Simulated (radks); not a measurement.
Values are calculated unless marked as measured or tabulated.
K2+, 17 electrons, occupied as [Ne] 3s2 3p5 (the NIST ground configuration).

Code: a radial shooting solver on a logarithmic mesh with Libxc functionals. Model: non-relativistic Kohn-Sham, PBE, spin-polarised, spherical densities, point nucleus; open shells are filled with parallel spins first.

Energy parts (Ry):
total: -1196.76847
kinetic: 1195.56606
electron-nucleus: -2813.00136
Hartree: 485.83614
exchange-correlation: -65.16932

Orbitals (lengths in bohr, moments of r in powers of bohr; <r^-3> diverges for s and p1/2; r(90%) holds 90 % of the orbital's charge):
[
 {"orbital": "1s up", "occ.": "1", "eigenvalue (Ry)": "-259.3731", "<r^-3>": "-", "r(90%)": "0.145"},
 {"orbital": "1s down", "occ.": "1", "eigenvalue (Ry)": "-259.3544", "<r^-3>": "-", "r(90%)": "0.145"},
 {"orbital": "2s up", "occ.": "1", "eigenvalue (Ry)": "-27.47900", "<r^-3>": "-", "r(90%)": "0.607"},
 {"orbital": "2s down", "occ.": "1", "eigenvalue (Ry)": "-27.46311", "<r^-3>": "-", "r(90%)": "0.607"},
 {"orbital": "2p up", "occ.": "3", "eigenvalue (Ry)": "-22.30201", "<r^-3>": "152.3", "r(90%)": "0.580"},
 {"orbital": "2p down", "occ.": "3", "eigenvalue (Ry)": "-22.27872", "<r^-3>": "152.2", "r(90%)": "0.580"},
 {"orbital": "3s up", "occ.": "1", "eigenvalue (Ry)": "-4.15747", "<r^-3>": "-", "r(90%)": "1.85"},
 {"orbital": "3s down", "occ.": "1", "eigenvalue (Ry)": "-4.06258", "<r^-3>": "-", "r(90%)": "1.86"},
 {"orbital": "3p up", "occ.": "3", "eigenvalue (Ry)": "-2.92371", "<r^-3>": "15.81", "r(90%)": "2.07"},
 {"orbital": "3p down", "occ.": "2", "eigenvalue (Ry)": "-2.83428", "<r^-3>": "15.67", "r(90%)": "2.09"},
 {"orbital": "3d up", "occ.": "0", "eigenvalue (Ry)": "-1.16776", "<r^-3>": "0.9376", "r(90%)": "3.04"},
 {"orbital": "3d down", "occ.": "0", "eigenvalue (Ry)": "-1.10196", "<r^-3>": "0.8977", "r(90%)": "3.15"},
 {"orbital": "4s up", "occ.": "0", "eigenvalue (Ry)": "-1.02799", "<r^-3>": "-", "r(90%)": "4.84"}
]

The highest occupied level is 3p down at -38.562 eV. The electron density at the nucleus is 4547 e/bohr^3. Summed over all electrons, <r^2> = 15.59 bohr^2, which gives a Langevin (diamagnetic) susceptibility term of -12.3 x 10^-6 cm^3/mol. Virial ratio -V/T = 2.00101.
